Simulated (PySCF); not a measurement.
A side-by-side comparison of computed properties.

First species: C3H7F3N2.
InChI=1S/C3H7F3N2/c1-7-8-2-3(4,5)6/h7-8H,2H2,1H3

Second species: C5H11FSi.
SMILES: `C=C(C)[SiH2][C@@H](C)F`

Levels: wB97X-D/def2-SVPD for dipole moment, HOMO energy, LUMO energy, HOMO–LUMO gap, static isotropic polarisability and electronic spatial extent ⟨r²⟩ about the centre of nuclear charge; TDDFT wB97X-D/def2-SVPD for lowest singlet excitation; TDA wB97X-D/def2-SVPD for lowest triplet excitation (Tamm–Dancoff); GFN2-xTB for rotational constant A and rotational constant C. Geometries: GFN2-xTB. Each structure is a single optimised conformer of the isolated species, non-relativistic unless stated. Electronic properties by PySCF.

The conformers computed, where there is a choice (atom-mapped SMILES and torsion angles):
- `[CH3:1][NH:2][NH:3][CH2:4][C:5]([F:6])([F:7])[F:8]`: C1–N2–N3–C4 -149°, N2–N3–C4–C5 72°, N3–C4–C5–F6 50°
- `[CH2:1]=[C:2]([CH3:3])[SiH2:4][C@@H:5]([CH3:6])[F:7]`: C1–C2–Si4–C5 11°, C2–Si4–C5–C6 71°

Values for the first species:

| Item | Value |
| --- | --- |
| Dipole moment | 4.03 D |
| HOMO energy | -8.84 eV |
| LUMO energy | 2.09 eV |
| HOMO–LUMO gap | 10.93 eV |
| Lowest singlet excitation | 6.33 eV |
| Lowest triplet excitation (Tamm–Dancoff) | 6.13 eV |
| Static isotropic polarisability | 58.5 au |
| Electronic spatial extent ⟨r²⟩ about the centre of nuclear charge | 1036 bohr² |
| Rotational constant A | 3.829 GHz |
| Rotational constant C | 1.190 GHz |

**Question.** Estimate the same properties for the second species, and the change in each.

**Answer.** 
```csv
property,first,second,second less first
dipole moment,4.03 D,2.36 D,-1.67 D
HOMO energy,-8.84 eV,-9.58 eV,-0.74 eV
LUMO energy,2.09 eV,1.45 eV,-0.64 eV
HOMO–LUMO gap,10.93 eV,11.03 eV,+0.10 eV
lowest singlet excitation,6.33 eV,6.73 eV,+0.40 eV
lowest triplet excitation (Tamm–Dancoff),6.13 eV,4.39 eV,-1.74 eV
static isotropic polarisability,58.5 au,87.7 au,+29.2 au
electronic spatial extent ⟨r²⟩ about the centre of nuclear charge,1036 bohr²,1226 bohr²,+190 bohr²
rotational constant A,3.829 GHz,3.932 GHz,+0.103 GHz
rotational constant C,1.190 GHz,0.993 GHz,-0.197 GHz
```

On the first: S1 lies 4.60 eV below the HOMO–LUMO gap; its leading configuration is HOMO→LUMO, weight 0.87.

On the second: The dipole equals about 7.9 × 10⁻³⁰ C·m (1 D = 3.33564 × 10⁻³⁰ C·m). The vertical singlet–triplet gap S1 − T1 is 2.34 eV (TDDFT singlet less Tamm–Dancoff triplet; S1: HOMO−1→LUMO, weight 0.58, beside HOMO−2→LUMO, weight 0.35; T1: HOMO→LUMO, weight 0.91).
